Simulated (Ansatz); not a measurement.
## Which method gave which barrier?

Saddle point of Si2H6ClO2F3, closed shell (Si₂H₃ClOF₂ ([F][Si]([F])([Cl])[O][SiH3]) + H₂O + HF → SiHClOF₂ ([OH][Si]([F])([F])[Cl]) + SiH₄O ([OH][SiH3]) + HF (still joined by a long Si–O bond); bonds formed: Si1–O8, O2–H9, H7–F10; bonds broken: H7–O8, H9–F10; bonds weakened to dative contacts: Si1–O2), PBE0-D4/def2-TZVP structure:

Si1  (-0.253, 0.581, 1.118)
O2  (-0.018, -0.135, -0.512)
Si3  (-1.106, -0.186, -1.796)
F4  (-0.053, 2.056, 0.555)
F5  (-0.232, 0.999, 2.693)
Cl6  (-2.183, -0.149, 1.202)
H7  (1.858, -0.657, 0.672)
O8  (1.227, -0.318, 1.489)
H9  (1.101, -0.546, -0.716)
F10  (2.155, -0.914, -0.545)
H11  (-1.949, -1.398, -1.706)
H12  (-0.245, -0.256, -3.000)
H13  (-1.922, 1.045, -1.798)
H14  (1.617, -0.122, 2.345)
(Å)

Program: Ansatz 0.2.0. Basis: def2-TZVPP, with def2-QZVPP for the basis limit. Cores are frozen in the correlated methods. Extrapolation: Hartree–Fock as exp(−7.88 √X), correlation as X^−2.97. Four methods, as single points on the PBE0-D4 structures, gave these electronic barriers from the start structure: 39.6, 59.8, 73.0, 131.7 kJ/mol.

The methods were, in alphabetical order, BHLYP-D4, BLYP-D4, HF, r2SCAN-D4. Which gave which? (A judgement: the text doesn't fix the answer.)

By the calculation: r2SCAN-D4 39.6; BLYP-D4 59.8; BHLYP-D4 73.0; HF 131.7 kJ/mol. For comparison, CCSD(T) at an estimated basis limit (MP2 extrapolated from triple and quadruple zeta, plus CCSD(T) − MP2 in triple zeta) gives 63.0 kJ/mol.

The T1 diagnostic stays at or below 0.012.

Labels in which every atom is bracketed show which atoms are joined, not bond orders.

For scale, one of the runs: CCSD(T)/def2-TZVPP, 365 basis functions, launched by `ansatz run in.yaml --threads 4 --pin off --events-out ev --progress --plain --max-ram 66560MiB --backend cuda --devices 0, --max-vram 37GiB`. Hardware: 4 CPU threads of an AMD EPYC 7R13 and a share of one NVIDIA H100, shared host. Wall time 25 s; peak host memory 0.87 GiB.
